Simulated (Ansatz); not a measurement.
One change: `O=C(S)[NH][GeH3]` becomes `BNC(=O)S`.

Ansatz, PBE0-D4/def2-TZVP geometries, multiplicity 1. Each molecule was computed in one conformer, which needn't be the lowest.

Scalar relativity is left out up to krypton.

```tsv
property	`O=C(S)[NH][GeH3]`
HOMO–LUMO gap (B3LYP/def2-TZVPP) / eV	7.03
size of the dipole moment (PBE/def2-TZVPP) / D	2.34
LUMO energy (B3LYP/def2-TZVPP) / eV	-0.36
HOMO energy (ωB97M-V/def2-TZVPP) / eV	-9.86
HOMO–LUMO gap (PBE/def2-TZVPP) / eV	5.35
LUMO energy (PBE0/def2-TZVPP) / eV	-0.07
```

**Question.** Give the same properties after the change, and the shifts. (Best estimate.)

**Answer.** Computed: 
| property | `BNC(=O)S` | shift |
| --- | --- | --- |
| HOMO–LUMO gap (B3LYP/def2-TZVPP) / eV | 6.21 | -0.82 |
| size of the dipole moment (PBE/def2-TZVPP) / D | 2.32 | -0.02 |
| LUMO energy (B3LYP/def2-TZVPP) / eV | -1.65 | -1.29 |
| HOMO energy (ωB97M-V/def2-TZVPP) / eV | -10.30 | -0.44 |
| HOMO–LUMO gap (PBE/def2-TZVPP) / eV | 4.30 | -1.05 |
| LUMO energy (PBE0/def2-TZVPP) / eV | -1.43 | -1.36 |

With PBE0 the HOMO falls by 0.46 eV and the LUMO falls by 1.36 eV, so the gap narrows by about 0.90 eV. PBE moves the HOMO by -0.37 eV and ωB97M-V by -0.44 eV. The zero-point energy changes by -2.8 kJ/mol with -3 modes. Dipoles are sizes alone; their direction can turn.

B3LYP here is the variant with VWN-RPA as its local correlation; programs differ in this.
